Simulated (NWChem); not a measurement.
BGeH4OCl; SMILES O[B](Cl)[GeH3]

```xyz
8

B      0.4742     0.6770     0.0000
Cl    -0.7382     1.9922     0.0000
Ge    -0.1580    -1.2992     0.0000
H     -1.0379    -1.5818     1.2468
H     -1.0379    -1.5818    -1.2468
H      1.0245    -2.3020     0.0000
O      1.7915     0.9801     0.0000
H      1.9536     1.9460     0.0000
```
Atoms are numbered in this order, from 1.

Computed with NWChem. Coordinates come from a PBE-D3(BJ)/def2-SVP optimisation. Level M06-L/def2-SVP: energy and gradient on several grids; changes count from the extra-fine grid, which is no exact limit either.

```json
[
 {"grid": "xcoarse", "size of the energy change (μHa)": "8000", "largest change of a gradient component (μHa/bohr)": "10000"},
 {"grid": "coarse", "size of the energy change (μHa)": "100", "largest change of a gradient component (μHa/bohr)": "2000"},
 {"grid": "medium", "size of the energy change (μHa)": "50", "largest change of a gradient component (μHa/bohr)": "400"},
 {"grid": "fine", "size of the energy change (μHa)": "< 10", "largest change of a gradient component (μHa/bohr)": "70"},
 {"grid": "xfine", "size of the energy change (μHa)": "< 10", "largest change of a gradient component (μHa/bohr)": "< 30"}
]
```
